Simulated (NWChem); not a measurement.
System: C₆H₁₀; SMILES C(CCC#C)C

Here is an NWChem input.

```
start job
memory heap 200 mb stack 900 mb global 1100 mb
geometry units angstroms
  C      0.863180    -2.514372     0.117005
  C      0.050704    -1.667291    -0.184055
  C     -0.923700    -0.639352    -0.532335
  C     -1.011301     0.507117     0.484368
  C      0.284463     1.286517     0.689463
  C      0.787874     2.015186    -0.547922
  H      1.580243    -3.270312     0.377791
  H     -1.914893    -1.113113    -0.634537
  H     -0.678074    -0.244326    -1.533294
  H     -1.341842     0.092151     1.450657
  H     -1.809128     1.193529     0.151139
  H      0.121436     2.015766     1.500937
  H      1.063192     0.595528     1.055775
  H      1.057545     1.317777    -1.356691
  H      1.688105     2.606719    -0.321788
  H      0.028101     2.708566    -0.945177
end
basis spherical
  * library 3-21g
end
dft
  xc hfexch
  iterations 150
end
driver
  maxiter 120
end
task dft optimize
task dft freq
```

The level has its own optimisation; frequencies are unscaled. Brackets give each atom's bonded neighbours.

### Question
Predict the main results of this run. (Hartree-Fock/3-21G.) Quantities: r C–C [C(CC)–C(CH)] (Å); r C–H [C(CH)–H(C)] (Å); r C–C [C(CC)–C(CCHH)] (Å); r C–H [C(CCHH)–H(C)] (Å); highest harmonic frequency (cm⁻¹); lowest (cm⁻¹); zero-point energy (kcal/mol); dipole (D).

### Answer
```yaml
r C–C [C(CC)–C(CH)] (Å): 1.189
r C–H [C(CH)–H(C)] (Å): 1.050
r C–C [C(CC)–C(CCHH)] (Å): 1.469
r C–H [C(CCHH)–H(C)] (Å): 1.085
highest harmonic frequency (cm⁻¹): 3663
lowest (cm⁻¹): 50
zero-point energy (kcal/mol): 96.3
dipole (D): 0.65
```
